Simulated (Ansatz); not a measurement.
Program: Ansatz. Geometries: PBE0-D4/def2-TZVP. ΔE: electronic, gas phase. CCSD(T)/CBS is the MP2 limit (def2-TZVPP, def2-QZVPP) plus CCSD(T) − MP2 in def2-TZVPP, frozen cores. DFT in def2-TZVPP. B3LYP here is the variant with VWN-RPA as its local correlation; programs differ in this. For Ge, Se outer-core shells are correlated without core-valence functions, which leaves a few kJ/mol of doubt a bond. Scalar relativity is left out up to krypton. One conformer a species, not always the lowest.

Consider the redistribution: `N=CBO` + `C=C[Se][GeH3]` → `O[BH][GeH3]` + `C=C[Se]C=N`.

```json
{"level": "PBE-D4", "ΔE (kJ/mol)": "89.1", "difference from CCSD(T)/CBS": "-18.0"}
{"level": "r2SCAN-D4", "ΔE (kJ/mol)": "94.9", "difference from CCSD(T)/CBS": "-12.2"}
{"level": "ωB97M-V", "ΔE (kJ/mol)": "108.3", "difference from CCSD(T)/CBS": "1.2"}
{"level": "B3LYP", "ΔE (kJ/mol)": "99.3", "difference from CCSD(T)/CBS": "-7.8"}
{"level": "SCS-MP2/def2-TZVPP", "ΔE (kJ/mol)": "108.2", "difference from CCSD(T)/CBS": "1.1"}
{"level": "CCSD(T)/def2-TZVPP", "ΔE (kJ/mol)": "105.5", "difference from CCSD(T)/CBS": "-1.6"}
{"level": "HF/def2-QZVPP", "ΔE (kJ/mol)": "123.7", "difference from CCSD(T)/CBS": "16.6"}
{"level": "MP2/def2-QZVPP", "ΔE (kJ/mol)": "107.7", "difference from CCSD(T)/CBS": "0.6"}
{"level": "SCS-MP2/def2-QZVPP", "ΔE (kJ/mol)": "109.2", "difference from CCSD(T)/CBS": "2.1"}
{"level": "CCSD/CBS(def2)", "ΔE (kJ/mol)": "109.5", "difference from CCSD(T)/CBS": "2.4"}
{"level": "CCSD(T)/CBS", "ΔE (kJ/mol)": "107.1", "difference from CCSD(T)/CBS": "0"}
```

Largest T1 diagnostic among the species: 0.014.

From PBE to PBE0 (25 % exact exchange), in def2-TZVPP and without D4, ΔE moves by +10.6 kJ/mol. In def2-TZVPP, CCSD(T) changes the Hartree–Fock value by −18.5 kJ/mol (the triples alone add −2.4 kJ/mol) and MP2 by −17.1 kJ/mol.
